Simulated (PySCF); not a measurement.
# Electronic structure of Cr⁺ (chromium, charge +1) at the M06-L level

Configuration: [Ar] 3d5, high-spin 6S determinant. Computed with PySCF 2.14 in pcseg-2 (6s4p3d2f1g, 56 functions), with the non-relativistic Hamiltonian (point nucleus).

* Total energy: -1044.132 hartree
* One-electron energy: -1433.592 hartree
* Hartree (Coulomb) energy: 438.107 hartree
* Exchange-correlation energy: -48.647 hartree
* Kinetic energy: 1044.01649 hartree
* ⟨S²⟩: 8.7508
* ⟨L²⟩: 0.000
* Sum of ⟨r⟩: 16.65 bohr
* Sum of ⟨r²⟩: 21.19 bohr²
* Density at the nucleus (Gaussians lack the cusp): 9200 bohr⁻³
* Spin density at the nucleus: -0.0215 bohr⁻³
* Langevin diamagnetic susceptibility: -16.8 ×10⁻⁶ cm³/mol
* Time after the integrals: 2.6 s of wall time on 1 thread of Neoverse-N1 (shared host)

| shell | electrons | mean orbital energy (hartree) | rms radius, mean of both spins (bohr) |
| --- | --- | --- | --- |
| 1s α | 1 | -215.31032 | 0.0744 |
| 1s β | 1 | -215.30923 | 0.0744 |
| 2s α | 1 | -24.71791 | 0.321 |
| 2s β | 1 | -24.62749 | 0.321 |
| 2p α | 3 | -20.93008 | 0.289 |
| 2p β | 3 | -20.86340 | 0.289 |
| 3s α | 1 | -3.08276 | 0.980 |
| 3s β | 1 | -2.85413 | 0.980 |
| 3p α | 3 | -2.01438 | 1.06 |
| 3p β | 3 | -1.79165 | 1.06 |
| 3d α | 5 | -0.38376 | 1.54 |
